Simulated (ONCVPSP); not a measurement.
## Potentials for titanium (Ti) compared

Generated with ld1.x 7.5 (TM, RRKJ, ultrasoft, PAW), atompaw 4.2 or ONCVPSP 4.0.1. The cutoff is in Ry: for ld1.x and atompaw files where the sum of valence levels is converged to 10 mRy in a Bessel basis, for ONCV files where the hardest occupied wave has 1 mHa per electron of residual kinetic energy. The error is the largest all-electron minus pseudo excitation energy over each file’s own four to seven test configurations (ionisations up to +4, promotions, holes and added fractions of an electron), all of which were solved. The labels leave out finer settings (local radius, basis sizes, second energies), which also bear on the numbers. Spin-polarised tests are not counted. The rows are a selection from randomly drawn settings: files with unsolved tests, undetermined cutoffs or missed reference levels are left out.

```tsv
potential	cutoff (Ry)	largest error (meV)	bound ghosts
ONCV, LDA (Perdew-Wang 92), non-relativistic, rc 1.90/1.90/1.95 (spd), local smoothed, core correction yes, reference 3s2 3p6 3d2 4s1 4p1, qcut 8.3/6.7/7.1, projectors 2/3/2	41	-307	none
ONCV, PBE, scalar-relativistic, rc 1.80/1.60/1.65 (spd), local smoothed, core correction yes, reference 3s2 3p6 3d2 4s2, qcut 5.4/6.7/10.7, projectors 3/2/2	73	+29	none
ONCV, PBE, fully relativistic, rc 2.75/2.60/2.40 (spd), local smoothed, core correction yes, reference 3d2 4s2, qcut 2.8/2.6/5.9, projectors 2/2/1	28	-33	none
ONCV, PBEsol, scalar-relativistic, rc 1.45/1.65/1.75 (spd), local smoothed, core correction yes, reference 3s2 3p6 3d2 4s1.75, qcut 6.5/10.6/8.2, projectors 2/3/2	70	+2.6	none
ONCV, LDA (Perdew-Zunger), scalar-relativistic, rc 2.85/1.35/1.20 (spd), local smoothed, core correction yes, reference 3p6 3d2 4s2, qcut 2.7/10.4/9.3, projectors 3/2/1	83	+180	none
```

Q: Fill in the row for Ti: ONCV, PBE, scalar-relativistic, rc 1.70/1.60/1.80 (spd), local smoothed, core correction yes, reference 3s2 3p6 3d2 4s1.5, qcut 5.7/8.1/7.7, projectors 2/1/2.

A: cutoff 49 Ry, largest error +94 meV, bound ghosts: none.

Q: Fill in the row for Ti: ONCV, PBEsol, scalar-relativistic, rc 1.75/1.25/2.30/2.30 (spdf), local smoothed, core correction yes, reference 3s2 3p6 3d2 4s1.5, qcut 8.9/13.8/5.5/5.2, projectors 2/1/1/3.

A: cutoff 91 Ry, largest error +267 meV, bound ghosts: none.
